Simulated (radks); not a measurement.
All-electron atom: Co14+ in [Ne] 3s2 3p1. All-electron calculation, non-relativistic Kohn-Sham, LB94 model potential, spin-polarised, spherical densities, point nucleus; open shells are filled with parallel spins first. Program: a radial shooting solver on a logarithmic mesh with Libxc functionals.

Radial electron density D(r) = 4 pi r^2 rho(r):

r (bohr)  D(r) (e/bohr)   spin D(r)
0.005701          4.046  -0.0000729
0.006377          4.881  -0.0000624
0.007132          5.863  -0.0000356
0.007978          7.008   0.0000182
0.008923          8.332    0.000115
0.009981          9.847    0.000280
0.01116           11.56    0.000549
0.01249           13.47    0.000978
0.01397           15.56     0.00164
0.01562           17.82     0.00266
0.01747           20.18     0.00420
0.01954           22.61     0.00649
0.02186           25.00     0.00985
0.02445           27.25      0.0147
0.02735           29.25      0.0217
0.03059           30.87      0.0315
0.03421           31.99      0.0452
0.03827           32.50      0.0638
0.0428            32.37      0.0888
0.04788           31.60       0.122
0.05355           30.30       0.164
0.0599            28.66       0.216
0.06646           27.09       0.274
0.07434           25.66       0.346
0.08315           24.82       0.424
0.093             24.85       0.504
0.104             25.87       0.578
0.1164            27.79       0.634
0.1301            30.30       0.659
0.1456            32.84       0.642
0.1628            34.77       0.575
0.1821            35.44       0.457
0.2037            34.40       0.304
0.2278            31.53       0.145
0.2548            27.12      0.0246
0.285             21.85    -0.00464
0.3188            16.58       0.100
0.3566            12.14       0.357
0.3989            9.058       0.740
0.4461            7.387        1.18
0.499             6.754        1.58
0.5582            6.551        1.83
0.6243            6.215        1.87
0.6983            5.443        1.70
0.781             4.263        1.35
0.8736            2.930       0.947
0.9771            1.742       0.575
1.093            0.8842       0.299
1.222            0.3773       0.132
1.367            0.1331      0.0481
1.529           0.03810      0.0143
1.711          0.008658     0.00340
1.913          0.001524    0.000630
2.14          0.0002023   0.0000884

D(r) has 2 maxima, at r = 0.0395, 0.181 bohr, and minima at 0.0879 bohr, inside which lie 2.15 electrons.
